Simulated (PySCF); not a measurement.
## Multinuclear NMR of C5H8OSi

Molfile (atoms numbered from 1):
```
C5H8OSi
     RDKit          3D

 15 15  0  0  0  0  0  0  0  0999 V2000
    2.5031   -0.2121    0.6343 C   0  0  0  0  0  0  0  0  0  0  0  0
    1.2926   -0.9085    0.7912 O   0  0  0  0  0  0  0  0  0  0  0  0
    0.1804   -0.3522    0.2480 C   0  0  0  0  0  0  0  0  0  0  0  0
    0.0573    0.7981   -0.4388 C   0  0  0  0  0  0  0  0  0  0  0  0
   -1.7338    1.0315   -0.9300 Si  0  0  0  0  0  4  0  0  0  0  0  0
   -2.1586   -0.5984   -0.0774 C   0  0  0  0  0  0  0  0  0  0  0  0
   -1.0502   -1.1238    0.4460 C   0  0  0  0  0  0  0  0  0  0  0  0
    3.2652   -0.8088    1.1327 H   0  0  0  0  0  0  0  0  0  0  0  0
    2.7611   -0.0990   -0.4239 H   0  0  0  0  0  0  0  0  0  0  0  0
    2.4532    0.7789    1.0976 H   0  0  0  0  0  0  0  0  0  0  0  0
    0.8862    1.4506   -0.6491 H   0  0  0  0  0  0  0  0  0  0  0  0
   -2.3831    2.1867   -0.3066 H   0  0  0  0  0  0  0  0  0  0  0  0
   -1.9720    0.9993   -2.3746 H   0  0  0  0  0  0  0  0  0  0  0  0
   -3.1172   -1.0809    0.0091 H   0  0  0  0  0  0  0  0  0  0  0  0
   -0.9886   -2.0534    0.9922 H   0  0  0  0  0  0  0  0  0  0  0  0
  1  2  1  0
  2  3  1  0
  3  4  2  0
  4  5  1  0
  5  6  1  0
  6  7  2  0
  7  3  1  0
  1  8  1  0
  1  9  1  0
  1 10  1  0
  4 11  1  0
  5 12  1  0
  5 13  1  0
  6 14  1  0
  7 15  1  0
M  END
```

[PySCF: PBE0/pcSseg-1 with gauge-including orbitals; coordinates at the GFN2-xTB level; one conformer; rapidly exchanging positions averaged; no solvent model; non-relativistic Hamiltonian]

**Question.** What are the $^{29}$Si shifts?

**Answer.** 
| atoms | environment | σ (ppm) | δ (ppm) |
| --- | --- | --- | --- |
| Si5 | silicon bonded to 2 C, 2 H, in a 5-membered ring | 392.5 | -42.7 |

Shieldings were converted by a linear fit to measured shifts: $^{29}$Si: δ = 279.94 − 0.822σ (rms 8.9 ppm, 72 shifts, 25.8 ppm with the 6 outliers that the fit left out vs TMS, solution or neat liquid). Occasional misses reach two or three times the rms, and more in compound classes unlike the fitted ones.

On a 300 MHz spectrometer $^{29}$Si resonates near 59.6 MHz, so 1 ppm is 59.6 Hz.

**Question.** Predict the $^{17}$O NMR data.

**Answer.** 
```csv
atoms,environment,σ (ppm),δ (ppm)
O2,ether oxygen,196.3,87.9
```

Shieldings were converted by a linear fit to measured shifts: $^{17}$O (scatter 10.7 ppm rms, 12.2 ppm with the 3 outliers that the fit left out vs liquid water, solution or neat liquid). Occasional misses reach two or three times the rms, and more in compound classes unlike the fitted ones.

On a 600 MHz spectrometer $^{17}$O resonates near 81.3 MHz, so 1 ppm is 81.3 Hz.
